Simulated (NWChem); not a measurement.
System: Si3H7 cation

```xyz
10

Si     0.3065     2.1595     0.0041
Si    -0.6586    -0.0005    -0.0060
Si     0.3030    -2.1614    -0.0183
H     -0.1925     2.7240    -1.2834
H      1.7807     2.0022     0.0689
H     -0.3048     2.8112     1.1960
H     -2.1537     0.0033     0.0250
H     -0.4409    -2.8996    -1.0752
H     -0.0335    -2.6264     1.3601
H      1.7592    -2.0111    -0.2620
```
Atoms are numbered in this order, from 1.

All runs use the structure optimised with PBE0/def2-SVP.

Problem. Give the principal values of the shielding tensors (ppm) of Si1, Si2, Si3 from LDA (Slater exchange, VWN5)/pcSseg-1, GIAO (NWChem), with their diamagnetic and paramagnetic parts as GIAO splits them.

Solution. 
```json
[
 {"atom": "Si1", "σ11": "291.7", "σ22": "405.2", "σ33": "415.3", "isotropic": "370.7", "diamagnetic": "881.4", "paramagnetic": "-510.7"},
 {"atom": "Si2", "σ11": "-1401.7", "σ22": "-535.5", "σ33": "398.4", "isotropic": "-512.9", "diamagnetic": "879.2", "paramagnetic": "-1392.2"},
 {"atom": "Si3", "σ11": "291.7", "σ22": "403.7", "σ33": "415.3", "isotropic": "370.2", "diamagnetic": "881.4", "paramagnetic": "-511.2"}
]
```
